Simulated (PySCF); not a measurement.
**Dipole response of Cr⁺ (chromium, charge +1)**

[Ar] 3d5, high-spin 6S determinant. Computed with PySCF 2.14 in aug-cc-pVTZ with one added diffuse shell each of s, p, d, f, g type (9s8p6d4f3g, 118 functions), with the non-relativistic Hamiltonian (point nucleus). Coupled (time-dependent) response in atomic units; α is the mean over directions.

```
method  mean α (bohr³)  C₆ (like pair)  S(−4)
 wB97X           12.54           46.30  192.0
```

S(−4) is the Cauchy moment in α(ω) = α(0) + S(−4) ω² + …

α(iu) at wB97X:

```
u (hartree)  α(iu) (bohr³)
          0          12.54
     0.0500          12.09
      0.100          10.99
      0.200          8.564
      0.300          6.815
      0.500          4.819
      0.750          3.505
       1.00          2.717
       1.50          1.807
       2.00          1.299
       3.00         0.7646
       5.00         0.3554
```

For an ion, C₆ is the dispersion term alone; charge-induced terms of lower order in 1/R come first.
